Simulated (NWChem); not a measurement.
# CH2O4Si; SMILES O=C1O[SiH](O)O1

```xyz
8

O      0.3091     2.3843     0.0000
C      0.0657     1.2305     0.0000
O     -0.1096     0.4007    -1.0794
Si    -0.4183    -0.8842     0.0000
O      0.6189    -2.1344     0.0000
O     -0.1096     0.4007     1.0794
H     -1.7772    -1.4335     0.0000
H      1.5697    -1.9801     0.0000
```
Atoms are numbered in this order, from 1.

Computed with NWChem. Pople sets run with spherical d functions. The geometry was optimised at PBE0/def2-SVP. Level PBE/6-31G*: energy and gradient on several grids; changes count from the extra-fine grid, which is no exact limit either.

| grid | size of the energy change (μHa) | largest change of a gradient component (μHa/bohr) |
|---|---|---|
| xcoarse | 4000 | 4000 |
| coarse | 200 | 400 |
| medium | < 10 | 30 |
| fine | < 10 | < 30 |
| xfine | < 10 | < 30 |
